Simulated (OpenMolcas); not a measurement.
**O I: effect of the active space**

```json
{
  "Program": "OpenMolcas",
  "Method": "SS-CASPT2 or its RAS form, IPEA 0.25 Eh, imaginary shift 0.1 Eh",
  "Basis": "ANO-RCC-VTZP",
  "Scalar Hamiltonian": "DKH2, point nucleus",
  "Spin-orbit coupling": "state interaction with AMFI integrals over the reference wave functions, term energies averaged over their components"
}
```

A. 4 electrons in 3 orbitals (2p); 2S+1 = 3 even, 3 roots; 2S+1 = 1 even, 6 roots; closed shells correlated: 1s 2s; CASPT2 step about 0.9 core-seconds
B. 6 electrons in 4 orbitals (2s 2p); 2S+1 = 3 even, 3 roots; 2S+1 = 1 even, 6 roots; closed shells correlated: 1s; CASPT2 step of the order of 1.1 core-seconds
C. 6 electrons in 8 orbitals (2s 2p 3s 3p); 2S+1 = 3 even, 3 roots; 2S+1 = 1 even, 6 roots; closed shells correlated: 1s; CASPT2 step of the order of 4 core-seconds
D. 6 electrons in 9 orbitals (RAS2 2s 2p; RAS3 3d, at most 2 electrons); 2S+1 = 3 even, 3 roots; 2S+1 = 1 even, 6 roots; closed shells correlated: 1s; CASPT2 step about 6 core-seconds

Energies in cm⁻¹ above 2s² 2p⁴ ³P₂, the measured ground level; measured values from NIST Handbook of Basic Atomic Spectroscopic Data.

| Level | A | B | C | D | Measured |
| --- | --- | --- | --- | --- | --- |
| 2s² 2p⁴ ³P₂ | 0.0 | 0.0 | 0.0 | 0.0 | 0.0 |
| 2s² 2p⁴ ³P₁ | 149 | 149 | 140 | 148 | 158 |
| 2s² 2p⁴ ³P₀ | 222 | 222 | 209 | 221 | 227 |
| 2s² 2p⁴ ¹D₂ | 15790 | 15860 | 16450 | 16020 | 15868 |
| 2s² 2p⁴ ¹S₀ | 35790 | 33320 | 34010 | 34080 | 33793 |

Deviations, from unrounded energies. A percentage is the sum of absolute deviations over the sum of measured energies, with the sign that they share, or ± where signs differ.

```
                        Against measurement  Levels     A     B     C     D
             mean absolute deviation (cm-1)       4   520   120   210   110
      fine structure of the ground term (%)       2  -3.5  -3.5  -9.3  -4.1
other terms of the ground configuration (%)       2  ±4.2  -1.0  +1.6  +0.9
```

B, D lie about equally close to measurement and A furthest from it. The largest miss of D in the table is 2s² 2p⁴ ¹S₀, by +290 cm-1. The ranking rests on the paired levels alone, and a cruder setting can come out closer through cancelling errors.

The two smallest mean deviations differ by little beside CASPT2's spread within terms, so their order carries little weight.

Among A to D the level of the table that moves most is 2s² 2p⁴ ¹S₀, by 2500 cm-1 (lowest in B, highest in A). Moves below CASPT2's spread within the term are not significant.

Term energies are means over components that CASPT2 splits; among the terms shown or strongly mixed into the levels shown the widest spread is 120 cm-1 (2s² 2p⁴ ¹D, B). With the s shell closed, the reference lacks s² → p² mixing (holds for A). Active for correlation alone: 3p 3s; no level in the range computed is led by a configuration that fills them, so any true level of that kind is missing (holds for C). Active for correlation alone: 3d; no level in the range computed is led by a configuration that fills it, so any true level of that kind is missing (holds for D). Computed and measured levels are paired by configuration, term and J; levels that our copy of the source lacks, or whose pairing is in doubt (as where it misses far off the trend of its configuration), stay unpaired and out of the deviations. Levels of configurations outside the active space are missing.
